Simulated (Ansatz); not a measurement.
CH7AlB2 (`B[CH](B)[AlH2]`), relaxed with RKS PBE0-D4/def2-TZVP in Ansatz 0.2.0 from a PBE-D4/def2-SVP geometry. The force threshold is 0.005 eV/Å; the program also tests the step.

Charge 0, multiplicity 1.

Start:

```xyz
11

B    -1.087   -1.009    0.119
C    -0.780    0.483   -0.002
B     0.179    0.601   -1.161
Al    1.034    0.241    0.939
H    -2.189   -1.369    0.493
H    -0.277   -1.864   -0.194
H    -1.571    1.218    0.214
H     0.098    1.250   -2.181
H     1.288   -0.005   -1.040
H     1.574   -1.162    1.453
H     1.731    1.615    1.360
```

```
        step  energy (eV)  largest force (eV/Å)  largest move (Å)
           1   -9094.2251                 0.513             0.000
           2   -9094.2575                 0.135             0.030
           3   -9094.2613                 0.108             0.034
           4   -9094.2623                 0.086             0.054
           5   -9094.2636                 0.049             0.020
           6   -9094.2641                 0.038             0.013
7 (rejected)   -9094.2638                 0.048             0.027
           8   -9094.2644                 0.016             0.009
           9   -9094.2645                 0.008             0.003
          10   -9094.2645                 0.003             0.002
```

End:

```xyz
11

B    -1.095   -1.033    0.131
C    -0.779    0.442   -0.031
B     0.190    0.628   -1.158
Al    1.020    0.237    0.919
H    -2.176   -1.379    0.509
H    -0.288   -1.876   -0.150
H    -1.553    1.172    0.179
H     0.137    1.354   -2.101
H     1.266   -0.002   -1.060
H     1.526   -1.141    1.493
H     1.752    1.598    1.268
```

Run time 44 s (2 threads of an Arm Neoverse V1 on a shared host); peak host memory 0.38 GiB.
